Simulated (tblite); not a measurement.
Isomers of C6H4NP. Computed values, GFN2-xTB/tblite, gas phase, harmonic and unscaled. Against measured fundamentals such values can be off by several per cent, at times by over 20. One conformer each.

Electronic energies: GFN2-xTB at the same geometries; isomer energies are rough at this level and their order can be wrong.

| SMILES | electronic energy, lowest = 0 (kcal/mol) |
| --- | --- |
| N#Cc1cccpc1 | 1.7 |
| N#Cc1ccccp1 | 0.9 |
| P#Cc1ccncc1 | 0.0 |

How do GFN2-xTB zero-point energies change the relative energies?

| SMILES | ZPE (kcal/mol) | of it from modes above 1550 cm⁻¹ | electronic (kcal/mol) | with ZPE, lowest = 0 (kcal/mol) | lowest mode (cm⁻¹) | rings |
| --- | --- | --- | --- | --- | --- | --- |
| P#Cc1ccncc1 | 51.0 | 22.3 | 0.0 | 0.0 | 95 | 1 |
| N#Cc1ccccp1 | 50.4 | 23.1 | 0.9 | 0.3 | 109 | 1 |
| N#Cc1cccpc1 | 50.3 | 20.9 | 1.7 | 1.0 | 117 | 1 |

The zero-point energies span 0.7 kcal/mol, from `N#Cc1cccpc1` to `P#Cc1ccncc1`. The order is unchanged.

What do entropy and thermal enthalpy add at 298.15 K and 1 bar (rigid rotor, harmonic oscillator, one conformer each)?

```csv
SMILES,point group,symmetry number,S (cal/(mol K)),H − H(0) (kcal/mol),ZPE + H − H(0) − TS (kcal/mol)
P#Cc1ccncc1,C2v,2,81.9,4.82,31.4
N#Cc1ccccp1,Cs,1,83.3,4.96,30.5
N#Cc1cccpc1,Cs,1,83.2,4.94,30.4
```
